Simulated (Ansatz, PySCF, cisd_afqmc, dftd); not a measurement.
Species: CH3Be, charge 0, doublet. CH3Be (SMILES [Be][CH3], doublet).
B3LYP-D3(BJ)/def2-TZVP minimum from Ansatz (a program for electronic structure):
```
C
H 1 1.0954
H 1 1.0954 2 107.40
H 1 1.0954 2 107.40 3 115.26
Be 1 1.6857 2 111.47 3 -122.37
```
Charge 0, spin multiplicity 2.

Property: enthalpy of formation at 298 K (by atomisation, with rigid-rotor harmonic-oscillator terms from PySCF's Hessian at B3LYP-D3(BJ)/def2-TZVP and the atoms' measured values of the G2/97 table; no spin-orbit terms), in kJ/mol. UHF or UKS for unpaired electrons; spin-orbit terms are left out. Correlated methods leave the cores frozen. No relativity. AFQMC is phaseless with a CISD trial state; ± is one standard error, without the phaseless bias. Outlying blocks are dropped, and bars are widened where a walk drifts. Over all cases where full CI ran beside it in this data, AFQMC minus full CI had a median of +0.1 mEh and passed +0.4 mEh in a tenth of the cases. CBS(X,Y): correlation extrapolated as X^-3, Hartree-Fock from the larger set. A bracket is a step between two methods taken in the basis named. Double hybrids freeze cores in their MP2 part. Where a partner has so few electrons that a lower coupled-cluster level is exact, that level stands in. The restricted determinant of Be ([Be], singlet) is unstable towards broken spin symmetry in at least one set run. The spin of CH3Be ([Be][CH3], doublet) was assumed, and the state is the lowest solution found for it.

| level | program | enthalpy of formation at 298 K (kJ/mol) | difference against the last row |
|---|---|---|---|
| HF/def2-SVP | Ansatz | 560.8 | 294.9 |
| HF/def2-QZVPP | Ansatz | 566.5 | 300.6 |
| PBE-D3(BJ)/def2-TZVPD | Ansatz + dftd3 | 218.1 | -47.8 |
| r2SCAN-D4/def2-TZVPD | Ansatz + dftd4 | 221.9 | -44.0 |
| r2SCANh-D4/def2-TZVPD | Ansatz + dftd4 | 227.5 | -38.4 |
| r2SCANh/def2-TZVPD | Ansatz | 228.8 | -37.1 |
| wB97X-V/def2-TZVPD | Ansatz | 253.3 | -12.6 |
| B2PLYP-D3(BJ)/def2-TZVPD | Ansatz + dftd3 | 260.3 | -5.6 |
| B2GP-PLYP-D4/def2-TZVPD | Ansatz + dftd4 | 266.9 | 1.0 |
| B2GP-PLYP/def2-TZVPD | Ansatz | 269.0 | 3.1 |
| CCSD(T)/def2-TZVPP | Ansatz | 309.1 | 43.2 |
| CCSDT(Q)/def2-SVP | Ansatz | 358.0 | 92.1 |
| CCSDT(Q)/def2-TZVPP | Ansatz | 308.2 | 42.3 |
| CCSDTQ/def2-SVP | Ansatz | 358.1 | 92.2 |
| AFQMC/CISD/def2-SVP | cisd_afqmc | 358.4 ± 0.5 | 92.5 |
| CCSD(T)/CBS(def2-TZVPP,def2-QZVPP) + [AFQMC/CISD - CCSD(T)]/def2-SVP | Ansatz + cisd_afqmc | 266.0 ± 0.5 | 0.1 |
| CCSD(T)/CBS(def2-TZVPP,def2-QZVPP) + [CCSDT(Q) - CCSD(T)]/def2-TZVPP + [CCSDTQ - CCSDT(Q)]/def2-SVP | Ansatz | 265.9 | 0.0 |
